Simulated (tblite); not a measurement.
A geometry optimisation, step by step.

Compound: C₇H₆NS (doublet state).
Numbering: `[S:1]=[CH:2][CH:3][c:4]1[cH:5][cH:6][n:7][cH:8][cH:9]1` (hydrogens: H10 on C2; H11 on C3; H12 on C5; H13 on C6; H14 on C8; H15 on C9)
Bond orders are those of one Lewis drawing.

Computed with GFN2-xTB (tblite), gas phase: L-BFGS steps from a force-field or distance-geometry start until the largest atomic force falls under 0.01 eV/Å. 5 of its 86 geometries are shown.

Step 0: E = -654.4420 eV, largest atomic force 12.075 eV/Å
```
atom  x, y, z in Å  |  force x, y, z in eV/Å
S1      1.976    0.985    1.446   -4.041   4.455  10.470
C2      2.499    0.471    0.190    3.955  -4.191 -10.390
C3      1.655   -0.427   -0.631   -1.158  -0.458   2.407
C4      0.191   -0.211   -0.339    1.749  -0.951  -0.662
C5     -0.357    1.050   -0.429   -0.593   0.751  -0.292
C6     -1.704    1.212   -0.154    0.470  -1.353   0.366
N7     -2.446    0.163    0.216   -0.854  -0.269   0.095
C8     -1.963   -1.087    0.344    1.099   1.671  -0.547
C9     -0.607   -1.284    0.057   -0.568  -0.578   0.055
H10     3.519    0.725   -0.114    0.094  -0.449  -0.458
H11     1.892   -1.503   -0.426    0.241   0.878  -0.973
H12     0.217    1.914   -0.731    0.131  -0.107  -0.058
H13    -2.095    2.217   -0.235   -0.593  -0.376   0.177
H14    -2.591   -1.935    0.640    0.059   0.816  -0.121
H15    -0.189   -2.283    0.144    0.010   0.160  -0.071
```

Step 21: E = -656.8219 eV, largest atomic force 0.278 eV/Å
```
atom  x, y, z in Å  |  force x, y, z in eV/Å
S1      2.148    1.589    1.390    0.007   0.108  -0.038
C2      2.536    0.403    0.229   -0.044  -0.061   0.027
C3      1.646   -0.404   -0.386    0.038  -0.275   0.019
C4      0.204   -0.271   -0.216    0.029   0.019  -0.130
C5     -0.370    0.996   -0.348    0.038  -0.020   0.055
C6     -1.728    1.145   -0.147    0.006   0.025   0.067
N7     -2.516    0.142    0.198    0.019  -0.086  -0.099
C8     -1.989   -1.066    0.298    0.078  -0.005  -0.010
C9     -0.648   -1.343    0.073    0.068   0.100   0.013
H10     3.599    0.290    0.058   -0.037  -0.058  -0.046
H11     2.009   -1.208   -1.019   -0.059   0.044   0.098
H12     0.247    1.834   -0.634   -0.052   0.037   0.050
H13    -2.192    2.114   -0.261   -0.114   0.003   0.034
H14    -2.676   -1.857    0.575    0.009   0.031  -0.013
H15    -0.275   -2.355    0.168    0.015   0.140  -0.024
```

Step 42: E = -656.9157 eV, largest atomic force 0.120 eV/Å
```
atom  x, y, z in Å  |  force x, y, z in eV/Å
S1      2.462    1.937    0.857   -0.083   0.086  -0.014
C2      2.605    0.391    0.185   -0.007  -0.044  -0.034
C3      1.617   -0.423   -0.253   -0.011  -0.032   0.025
C4      0.196   -0.185   -0.195   -0.007   0.027  -0.006
C5     -0.420    1.071   -0.238   -0.020  -0.021   0.058
C6     -1.796    1.139   -0.078    0.012   0.006   0.032
N7     -2.554    0.080    0.139    0.048   0.000  -0.014
C8     -1.983   -1.110    0.178   -0.021  -0.015  -0.054
C9     -0.632   -1.303   -0.024   -0.011  -0.013   0.056
H10     3.620    0.016    0.147    0.061   0.066  -0.053
H11     1.899   -1.410   -0.595    0.046  -0.037   0.013
H12     0.156    1.971   -0.408    0.001  -0.080   0.042
H13    -2.329    2.080   -0.117    0.079   0.041  -0.016
H14    -2.634   -1.950    0.375   -0.088  -0.002  -0.023
H15    -0.211   -2.297    0.005    0.001   0.018  -0.010
```

Step 64: E = -656.9856 eV, largest atomic force 0.073 eV/Å
```
atom  x, y, z in Å  |  force x, y, z in eV/Å
S1      2.475    2.148    0.200    0.012  -0.058  -0.014
C2      2.597    0.463    0.045   -0.010  -0.006   0.012
C3      1.620   -0.470   -0.060    0.017   0.058   0.026
C4      0.198   -0.245   -0.055    0.002  -0.041   0.019
C5     -0.391    1.023   -0.035    0.029   0.000  -0.012
C6     -1.766    1.140    0.013   -0.002  -0.023   0.009
N7     -2.563    0.089    0.040   -0.007  -0.038  -0.014
C8     -2.032   -1.120    0.013    0.007  -0.019  -0.026
C9     -0.672   -1.347   -0.045    0.006  -0.017   0.035
H10     3.627    0.123    0.046   -0.004  -0.004  -0.023
H11     1.932   -1.505   -0.129   -0.016   0.024  -0.009
H12     0.237    1.904   -0.058   -0.018   0.071   0.006
H13    -2.252    2.106    0.030    0.005   0.009  -0.001
H14    -2.729   -1.948    0.036   -0.027   0.031   0.000
H15    -0.285   -2.355   -0.063    0.008   0.014  -0.009
```

Step 85: E = -656.9893 eV, largest atomic force 0.009 eV/Å
```
atom  x, y, z in Å  |  force x, y, z in eV/Å
S1      2.498    2.151    0.029    0.004   0.002   0.001
C2      2.606    0.460    0.010    0.007   0.004   0.004
C3      1.619   -0.467   -0.007   -0.001  -0.005  -0.007
C4      0.198   -0.239   -0.008    0.001   0.001   0.004
C5     -0.394    1.028    0.023   -0.003   0.000  -0.001
C6     -1.771    1.137    0.029   -0.001  -0.001   0.005
N7     -2.566    0.083    0.003   -0.001   0.001  -0.003
C8     -2.032   -1.124   -0.032    0.003   0.001  -0.006
C9     -0.669   -1.344   -0.038    0.000   0.000   0.001
H10     3.631    0.108    0.012   -0.005   0.003  -0.004
H11     1.922   -1.506   -0.020   -0.004  -0.002  -0.001
H12     0.223    1.918    0.044   -0.006  -0.003   0.005
H13    -2.261    2.100    0.057    0.005   0.002  -0.005
H14    -2.733   -1.948   -0.056    0.005   0.000   0.003
H15    -0.275   -2.349   -0.067   -0.002  -0.002   0.004
```

Problem. Summarise the path.

Solution. The energy falls by 2.5473 eV from step 0 to step 85; nine tenths of that is first reached at step 14. It falls at every step. The largest force goes from 12.075 to 0.009 eV/Å. Among the bonds S1=C2 changes most, from 1.454 to 1.694 Å; the atoms move by 0.657 Å rms after alignment.

Problem. Follow the three bonds and two angles with the largest change from start to end.

Solution. 
| step | E above end (eV) | largest force (eV/Å) | S1=C2 (Å) | C2–C3 (Å) | C3–C4 (Å) | C2–C3–C4 (°) | S1–C2–C3 (°) |
| --- | --- | --- | --- | --- | --- | --- | --- |
| 0 | 2.5473 | 12.075 | 1.454 | 1.481 | 1.507 | 111.0 | 119.2 |
| 4 | 0.9621 | 1.194 | 1.639 | 1.401 | 1.430 | 117.8 | 114.3 |
| 7 | 0.6117 | 0.899 | 1.700 | 1.375 | 1.439 | 118.6 | 116.2 |
| 11 | 0.3270 | 0.742 | 1.690 | 1.362 | 1.458 | 121.1 | 125.5 |
| 15 | 0.2139 | 0.374 | 1.707 | 1.350 | 1.452 | 122.2 | 127.6 |
| 18 | 0.1817 | 0.178 | 1.703 | 1.351 | 1.456 | 122.8 | 126.6 |
| 22 | 0.1613 | 0.233 | 1.708 | 1.350 | 1.458 | 122.8 | 124.7 |
| 26 | 0.1400 | 0.143 | 1.706 | 1.349 | 1.455 | 122.2 | 124.3 |
| 30 | 0.1270 | 0.185 | 1.700 | 1.348 | 1.453 | 122.0 | 125.5 |
| 33 | 0.1172 | 0.216 | 1.709 | 1.349 | 1.450 | 122.5 | 126.1 |
| 37 | 0.0973 | 0.164 | 1.702 | 1.351 | 1.445 | 125.6 | 126.4 |
| 41 | 0.0773 | 0.145 | 1.697 | 1.355 | 1.442 | 127.5 | 128.1 |
| 44 | 0.0699 | 0.134 | 1.693 | 1.352 | 1.443 | 127.5 | 127.9 |
| 48 | 0.0519 | 0.247 | 1.698 | 1.357 | 1.450 | 126.8 | 127.2 |
| 52 | 0.0300 | 0.216 | 1.700 | 1.358 | 1.440 | 126.8 | 128.5 |
| 55 | 0.0177 | 0.184 | 1.701 | 1.355 | 1.438 | 126.4 | 128.8 |
| 59 | 0.0088 | 0.113 | 1.696 | 1.354 | 1.437 | 126.9 | 129.7 |
| 63 | 0.0043 | 0.072 | 1.695 | 1.355 | 1.439 | 127.1 | 129.7 |
| 67 | 0.0021 | 0.046 | 1.696 | 1.354 | 1.439 | 127.6 | 129.7 |
| 70 | 0.0013 | 0.037 | 1.694 | 1.354 | 1.440 | 127.5 | 129.8 |
| 74 | 0.0005 | 0.040 | 1.695 | 1.355 | 1.439 | 127.7 | 129.6 |
| 78 | 0.0001 | 0.017 | 1.694 | 1.354 | 1.439 | 127.7 | 129.6 |
| 81 | 0.0000 | 0.011 | 1.694 | 1.354 | 1.439 | 127.7 | 129.5 |
| 85 | 0.0000 | 0.009 | 1.694 | 1.354 | 1.439 | 127.7 | 129.5 |

What follows is the cost of the whole relaxation. The run took 0.55 s on one thread of an Arm Neoverse V2, on a shared host.
